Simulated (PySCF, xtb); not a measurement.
3,3-difluorocyclobutene (C4H4F2), SMILES C1C(C=C1)(F)F.

GFN2-xTB run with xtb at its own geometry gives an orbital gap of 5.05 eV and a dipole moment of 3.16 D.

Geometry optimised at B3LYP-D3(BJ)/def2-SVP.

Question: What does M06-2X/def2-TZVP (PySCF) give? (The exact figures need the calculation; the answer reports its results.)

Answer: gap 9.78 eV (levels -9.42 and 0.36 eV), dipole 2.62 D.
